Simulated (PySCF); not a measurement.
Computed with TPSSh-D3(BJ)/def2-TZVP // CAM-B3LYP-D3(BJ)/def2-TZVP (PySCF). Gas-phase values, no solvent. Excitations are Tamm–Dancoff values on a coarser integration grid. The basis has no diffuse functions, so Rydberg states are missing or too high.

Reference species (SMILES): `N=C=C=O` (neutral, multiplicity 1).

The HOMO–LUMO gap is 1.81 eV. The T1 excitation (TDA) comes out as 0.44 eV.

Changed species: `O=CC#N`.

### Question
Give the shifts of the HOMO–LUMO gap and T1 excitation (TDA).

### Answer
the HOMO–LUMO gap rises by 2.93 eV, to 4.74 eV; the T1 excitation (TDA) goes up by 2.75 eV, to 3.19 eV.
